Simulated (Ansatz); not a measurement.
Stepwise reaction of `[F][Ge]([F])([F])[F]` with hydrogen sulfide, as a gas-phase model of exchange steps in deposition or etching. ΔE in kJ/mol; ΔG adds harmonic PBE0-D4 terms to CCSD(T)/CBS, at 1 bar.

Calculated with Ansatz (gas phase, PBE0-D4/def2-TZVP geometries, no zero-point term in ΔE). CBS: MP2 limit from def2 TZ/QZ plus the TZ coupled-cluster correction, frozen cores. This one scheme is used for every species. DFT in def2-TZVPP. B3LYP here is the variant with VWN-RPA as its local correlation; programs differ in this. For Ge outer-core shells are correlated without core-valence functions, which leaves a few kJ/mol of doubt a bond. Scalar relativity is left out up to krypton. One conformer a species, not always the lowest.

```csv
step,reaction,PBE-D4,B3LYP-D4,ωB97M-V,CCSD(T)/CBS,ΔG(600 K)
1,`[F][Ge]([F])([F])[F]` + H₂S → `[F][Ge]([F])([F])[SH]` + H–F,-8.0,0.1,3.0,-2.5,-10.0
2,`[F][Ge]([F])([F])[SH]` + H₂S → `[F][Ge]([F])([SH])[SH]` + H–F,1.5,9.9,12.7,5.7,16.7
3,`[F][Ge]([F])([SH])[SH]` + H₂S → `[F][Ge]([SH])([SH])[SH]` + H–F,6.4,14.3,17.3,8.6,17.1
4,`[F][Ge]([SH])([SH])[SH]` + H₂S → `[SH][Ge]([SH])([SH])[SH]` + H–F,7.3,13.8,17.3,6.7,20.5
```

Question: By hand: ΔE of the 4 steps together at CCSD(T)/CBS.

Answer: (-2.5) + (5.7) + (8.6) + (6.7) = 18.5 kJ/mol, or 4.6 kJ/mol a step.

In ΔE step 1 is the lowest and step 3 the highest. ΔG lies between -10.0 and 20.5 kJ/mol a step. PBE-D4 differs from CCSD(T)/CBS by -5.5 to 0.6 kJ/mol a step. Isolated molecules leave out the surface, adducts and barriers. Largest T1 diagnostic: 0.012.
